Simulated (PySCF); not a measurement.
Compound: C₄H₉OSi (doublet state).
Geometry (GFN2-xTB, Å), atoms numbered from 1 in this order:
```
atom  x, y, z in Å
C1     2.211   -0.167    0.045
C2     1.276    0.869    0.650
O3     0.302    0.271    1.467
Si4   -1.033   -0.569    1.084
C5    -1.529   -0.936   -0.700
C6    -2.404    0.156    0.004
H7     2.676   -0.752    0.834
H8     1.652   -0.840   -0.601
H9     2.986    0.325   -0.537
H10    0.789    1.448   -0.143
H11    1.833    1.558    1.294
H12   -2.073   -1.825   -0.987
H13   -0.933   -0.571   -1.530
H14   -2.315    1.156   -0.405
H15   -3.441   -0.115    0.137
```

The hyperfine couplings belong to this conformer and change with its torsions.

As a line formula: `O(CC)[Si]1CC1` [radical].

The calculation used UKS B3LYP, pcH-1 on C H O Si, non-relativistic, mean-field spin-orbit, GIAO (PySCF 2.14.0). One conformer (not necessarily the lowest) at the GFN2-xTB geometry, without solvent, vibrations or thermal averaging. Couplings are sensitive to structure, and on GFN2-xTB geometries they can be far from those on DFT ones, by a factor of two or more for some ions and for spin on atoms past the first row. The SCF solution wasn't tested for stability.

**Question.** Match the computed a_iso(13C) values +32.1, +17.3, -0.8 MHz (means over equivalent nuclei) with the sites C1; C2; C5/C6.

**Answer.** 
```json
{"site": "C1", "a_iso (MHz)": "-0.8", "ρ(0) (bohr⁻³)": "-0.0007", "position": "3 bonds from Si4", "distance from Si4 (Å)": "3.43", "spin population": "0.00", "largest |T| (MHz)": "0.6"}
{"site": "C2", "a_iso (MHz)": "+17.3", "ρ(0) (bohr⁻³)": "+0.0154", "position": "2 bonds from Si4", "distance from Si4 (Å)": "2.75", "spin population": "+0.02", "largest |T| (MHz)": "5.3"}
{"site": "C5/C6", "a_iso (MHz)": "+32.1", "ρ(0) (bohr⁻³)": "+0.0286", "position": "1 bond from Si4", "distance from Si4 (Å)": "1.89", "spin population": "+0.10", "largest |T| (MHz)": "21.8"}
```

ρ(0) is the spin density at the nucleus and T the dipolar tensor; a_iso includes a spin–orbit part; entries for several nuclei are means. The Mulliken spin populations are largest on Si4 (+0.78), C6 (+0.13) and C5 (+0.07). No atom but Si4 exceeds +0.15. The angles at Si4 add up to 293.8°, so it is pyramidal.

Means are taken over nuclei equivalent by connectivity, which assumes that they swap fast. The 13C value of +32.1 MHz is a mean of couplings from 19.5 to 44.8 MHz in this one geometry, not an average over conformers. The 1H value of 0.0 MHz is a mean of couplings from -3.0 to 6.7 MHz in this one geometry, not an average over conformers.
